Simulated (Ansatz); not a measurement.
`[SiH3][O][Sn]([Cl])([Cl])[Cl]`. Total charge 0; spin multiplicity 1. Sn takes the def2 core potential. The geometry is a stationary point of PBE0-D4/def2-TZVP. It is one conformer, not always the lowest.

```xyz
9

Si    0.254    1.291   -1.114
O     0.734    0.069   -0.117
Sn   -0.103   -1.213    1.036
Cl   -1.294   -0.116    2.656
Cl    1.557   -2.467    1.973
Cl   -1.513   -2.535   -0.194
H     1.480    1.886   -1.698
H    -0.496    2.320   -0.348
H    -0.620    0.765   -2.194
```

(1) What is the dipole moment at B3LYP/def2-TZVPP? (Estimate.)

(2) And with PBE, r2SCAN, ωB97M-V? (An estimate is asked.)

(3) Give the Mulliken charges with B3LYP, r2SCAN, ωB97M-V in def2-TZVPP. (An estimate is asked.)

## Answers

(1) Ansatz gave: 0.59 D, with components (-0.09, 0.45, -0.37) D in this frame, pointing from negative to positive charge.

(2) The calculation gave: PBE 0.57 D, r2SCAN 0.59 D, ωB97M-V 0.53 D.

(3) The calculation gave: 
```
atom  B3LYP  r2SCAN  ωB97M-V
 Si1   0.42    0.45     0.32
  O2  -0.56   -0.58    -0.57
 Sn3   1.23    1.24     1.13
 Cl4  -0.30   -0.30    -0.27
 Cl5  -0.30   -0.30    -0.26
 Cl6  -0.30   -0.30    -0.27
  H7  -0.06   -0.07    -0.02
  H8  -0.07   -0.07    -0.03
  H9  -0.07   -0.07    -0.03
```

B3LYP here is the variant with VWN-RPA as its local correlation; programs differ in this.
